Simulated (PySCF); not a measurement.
**Pd: ionisation energy**

Pd [Kr] 4d10 (1S) → Pd⁺ [Kr] 4d9 (2D), as a difference of total energies. Calculation: PySCF 2.14, in aug-cc-pwCVTZ-DK with one added diffuse shell each of s, p, d, f, g type (12s11p9d5f4g, 161 functions); the spin-free X2C one-electron Hamiltonian (Gaussian nucleus). Correlated levels: valence: [Kr] frozen; valence and next inner shell: [Ar] 3d10 frozen. The calculations carry no spin-orbit coupling.

```csv
method,ionisation energy (eV)
UHF,6.247
LDA,9.302
PBE,8.856
PBE0,8.438
MP2 (valence),8.750
SCS-MP2 (valence),8.502
SCS-MP2 (valence and next inner shell),8.626
```

**Question.** Estimate what r2SCAN gives.

**Answer.** 8.486 eV, closest to SCS-MP2 (valence) among the rows shown.

**Question.** Estimate what MP2 (valence and next inner shell) gives.

**Answer.** 8.973 eV, closest to PBE among the rows shown.

A first-order spin-orbit estimate (lowest level to lowest level, LS coupling) adds -0.188 eV.

For comparison: 8.337 eV (measured; NIST Atomic Spectra Database, ionization energies).
